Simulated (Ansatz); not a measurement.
C4H10Sb, doublet, geometry from GFN2-xTB (the spin is typed, not shown lowest) (core potentials on Sb). Base run: PBE/def2-SV(P) run with Ansatz (a program for electronic structure).

Here is a job for Ansatz.
Ansatz 0.2 input:
```yaml
crystal:
  periodic: [false, false, false]
  atoms:
    - {symbol: Sb, position_ang: [0.69795184, 0.22099115, 0.17324358]}
    - {symbol: C, position_ang: [-0.97707771, -0.60323738, 1.35141399]}
    - {symbol: C, position_ang: [-1.09839577, -2.10555151, 1.20328085]}
    - {symbol: H, position_ang: [-1.88914187, -0.11172102, 1.01763682]}
    - {symbol: H, position_ang: [-0.81080658, -0.33758433, 2.39354113]}
    - {symbol: H, position_ang: [-0.19955431, -2.60306815, 1.56347303]}
    - {symbol: H, position_ang: [-1.24709769, -2.38339216, 0.16131483]}
    - {symbol: H, position_ang: [-1.94675887, -2.48108930, 1.77591681]}
    - {symbol: C, position_ang: [-0.45619637, 0.14942256, -1.70717713]}
    - {symbol: C, position_ang: [-1.42581751, 1.30631470, -1.82983375]}
    - {symbol: H, position_ang: [-0.98885328, -0.79953306, -1.73200443]}
    - {symbol: H, position_ang: [0.25381004, 0.16122358, -2.53179720]}
    - {symbol: H, position_ang: [-0.89468298, 2.25660190, -1.83508144]}
    - {symbol: H, position_ang: [-2.12972381, 1.31419564, -0.99949967]}
    - {symbol: H, position_ang: [-1.99781017, 1.23212797, -2.75502631]}
basis:
  gaussian:
    orbitals: def2-SV_P_.json
hamiltonian:
  xc: pbe
magnetization: {spin_polarized: true, initial_magnetization: 1}
```
The basis file holds def2-SV(P) in the JSON format of the Basis Set Exchange.

Variants of this job, named by their change:

| change | basis functions | E (Eh) |
|---|---|---|
| base | 102 | -398.28392 |
| basis = jorge-DZP-DKH; relativity = spin-free X2C | 158 | -6631.11398 |
| basis = x2c-SVPall; relativity = spin-free X2C | 142 | -6637.88656 |
| basis = jorge-DZP-DKH; relativity = none | 158 | -6407.66418 |
| basis = x2c-SVPall; relativity = none | 142 | -6322.34695 |
| basis = jorge-DZP-DKH; relativity = spin-free X2C; nucleus = Gaussian | 158 | -6630.95409 |
| basis = ANO-RCC-VDZP; relativity = spin-free X2C; nucleus = Gaussian | 149 | -6638.44295 |
| basis = ANO-RCC-VDZP; relativity = none | 149 | -6281.07628 |
| basis = x2c-SVPall; relativity = spin-free X2C; nucleus = Gaussian | 142 | -6637.74621 |
| basis = ANO-RCC-VDZP; relativity = spin-free X2C | 149 | -6638.63032 |

Total energies compare only within one method and basis.

Ansatz warned in this series: the basis is contracted for relativity, which the run leaves out.

Basis sets contracted for a relativistic Hamiltonian are a mismatch without it, so the rows without relativity aren't non-relativistic limits. No row has spin-orbit coupling; sets with core potentials leave out the core electrons.
